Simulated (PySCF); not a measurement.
A PySCF script (with the pyscf-properties extension) for the NMR shieldings of `CC#CP(CC#N)C(F)(F)F`, C₆H₅F₃NP, on a GFN2-xTB geometry:

```python
import basis_set_exchange as bse
import numpy as np
from pyscf import gto, dft
from pyscf.prop import nmr

atoms = """
C     3.350046    0.420468    0.449609
C     1.938072    0.270001    0.683792
C     0.746547    0.143358    0.820989
P    -0.949916   -0.044066    1.234404
C    -1.642622    1.068369   -0.111604
C    -3.073429    0.956670   -0.178696
N    -4.211166    0.866663   -0.225594
C    -1.148315   -1.664613    0.263767
F    -2.416701   -2.088294    0.260049
F    -0.407306   -2.628667    0.825603
F    -0.762618   -1.579328   -1.021226
H     3.680606    1.396551    0.803500
H     3.566286    0.333114   -0.614726
H     3.893369   -0.355550    0.987537
H    -1.195648    0.819349   -1.080068
H    -1.374803    2.094918    0.158737
"""
names = dict.fromkeys(["C", "P", "N", "F", "H"], "pcSseg-1")
basis = {el: gto.basis.parse(bse.get_basis(n, elements=[el], fmt="nwchem")) for el, n in names.items()}
mol = gto.M(atom=atoms, basis=basis, charge=0, verbose=0)
mf = dft.RKS(mol, xc="PBE0")
mf.grids.level = 2
mf.grids.alignment = dft.numint.BLKSIZE   # the property module wants whole blocks of grid points
mf.conv_tol = 1e-9
mf.kernel()

calc = nmr.RKS(mf)   # GIAO
C = mf.mo_coeff
Co = C[:, mf.mo_occ > 0]
resp = mf.gen_response(singlet=True, hermi=2)
def vind(x):   # induced exchange potential for any number of trial vectors
    d = np.einsum("pi,xij,qj->xpq", C, 2 * x.reshape(-1, C.shape[1], Co.shape[1]), Co, optimize=True)
    return np.einsum("xpq,pi,qj->xij", resp(d - d.transpose(0, 2, 1)), C, Co, optimize=True).ravel()
mo1, _ = nmr.rhf.solve_mo1(calc, with_cphf=vind)
sigma = calc.kernel(mo1)
for i, s in enumerate(sigma):   # ppm
    print("%2d %-2s %9.2f" % (i, mol.atom_pure_symbol(i), np.trace(s) / 3))
```

Question: What does it print?

Answer: 
```
 0 C     180.93
 1 C      68.21
 2 C     111.48
 3 P     373.59
 4 C     170.66
 5 C      68.12
 6 N     -39.14
 7 C      47.12
 8 F     240.48
 9 F     236.96
10 F     246.76
11 H      29.53
12 H      29.44
13 H      29.45
14 H      28.37
15 H      29.18
```

These numbers come from an equivalent density-fitted implementation of the same equations, which agrees with the script to about 0.01 ppm for H and up to a few tenths of a ppm for heavy atoms, so last digits may differ.

Size and cost of the density-fitted run: 219 basis functions, 50 s wall time on 1 thread of an Arm Neoverse V1, shared host; peak memory 0.95 GiB.
